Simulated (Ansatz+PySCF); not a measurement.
Results of a calculation; reference values are marked as such.
# SiO → Si + O

SiO (charge 0, multiplicity 1):
```tsv
atom	x (Å)	y (Å)	z (Å)
Si	0.0000	0.0000	-0.5539
O	0.0000	0.0000	0.9694
```

Shapes relaxed with PBE0/def2-SVP. Single points in def2-SVP with Ansatz (development build ahead of 0.2.0), no zero-point energy. Correlated methods freeze no orbital on H to Be, one on B to Mg, five on Al to Zn, nine on Ga to Sr.

| method | reaction energy |
| --- | --- |
| CCSD (restricted) | 7.125 eV |
| CCSD (unrestricted) | 7.120 eV |
| CCSD(T) (restricted) | 7.391 eV |
| CCSD(T) (unrestricted) | 7.389 eV |
| HF (restricted) | 4.613 eV |
| HF (unrestricted) | 4.386 eV |
| MP2 (restricted) | 7.891 eV |
| MP2 (unrestricted) | 7.879 eV |
| PBE (restricted) | 8.361 eV |
| PBE (unrestricted) | 8.287 eV |
| PBE0 (restricted) | 7.728 eV |
| r2SCAN (restricted) | 8.003 eV |
| r2SCAN (unrestricted) | 7.860 eV |
| wB97X (restricted) | 7.912 eV |
| wB97X (unrestricted) | 7.795 eV |

Problem. What does PBE0 (unrestricted) give?

Solution. 7.631 eV.
